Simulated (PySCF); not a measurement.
UHF on B⁺ (boron, charge +1)

Configuration: [He] 2s2, closed-shell 1S. Calculation: PySCF 2.14, in aug-cc-pCVTZ-DK (7s6p4d2f, 59 functions); scalar relativity by spin-free X2C-1e.

- Total energy: -24.243702 hartree
- One-electron energy: -30.3648 hartree
- Hartree (Coulomb) energy: 9.6153 hartree
- Exchange energy: -3.4942 hartree
- ⟨S²⟩: 0.0000
- ⟨L²⟩: 0.000
- Sum of ⟨r⟩: 4.246 bohr
- Sum of ⟨r²⟩: 7.940 bohr²
- Langevin diamagnetic susceptibility: -6.29 ×10⁻⁶ cm³/mol

```tsv
shell	electrons	mean orbital energy (eV)	rms radius, mean of both spins (bohr)
1s	2	-222.79	0.378
2s	2	-23.783	1.96
```
